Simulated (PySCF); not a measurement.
**Stationary points of [TiH5]-**

Computed with PBE0 in PySCF with Ti def2-TZVPD, H def2-TZVPD; no relativity; density-fitted integrals.

Relaxations began from a few typed shapes. The search is not exhaustive: other isomers or separated fragments can lie lower, and high-lying points may rest on an excited occupation.

Task: Order these stationary points by electronic energy, lowest first, in kJ/mol from the lowest minimum.
A. singlet C4v: Ti–H 1.746 Å (×4), Ti–H 1.796 Å; H–Ti–H 80.5° (×4), H–Ti–H 114.0° (×4), H–Ti–H 132.0° (×2)
B. singlet D3h: Ti–H 1.736 Å (×3), Ti–H 1.820 Å (×2); H–Ti–H 90.0° (×6), H–Ti–H 120.0° (×3), H–Ti–H 180.0°

Result: A (0.0), B (19.5).

Task: Which of them are minima?

Result: By energy in kJ/mol, 0.0: minimum; 19.5: saddle point, 2 imaginary modes.

For the lowest minimum: stability towards spin polarisation was not tested. The lowest empty level of this anion is unbound, so it and the gap depend on the basis.
